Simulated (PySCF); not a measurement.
Vertical excitations of a molecule C2H6F2Si2 from PySCF 2.14.0 with TDA-B3LYP/def2-SVPD, as energy in eV (oscillator strength): 6.41 (0.000), 6.60 (0.006), 6.80 (0.257), 7.06 (0.000), 7.43 (0.001), 7.50 (0.050), 7.50 (0.001), 7.73 (0.006), 7.73 (0.073), 7.84 (0.003). Lowest triplet (TDA): 4.08 eV. Geometry: TPSSh-D3(BJ)/def2-SVP. One conformer was computed; it need not be the lowest.

**Question.** Which molecule gave these data?
A) FC(F)=C[SiH2][SiH3]
B) F/C=C(/[SiH3])[SiH2]F
C) F[C@@H]1[SiH2][SiH2][C@H]1F
D) F[Si]1(F)C[SiH2]C1

**Answer.** B, F/C=C(/[SiH3])[SiH2]F
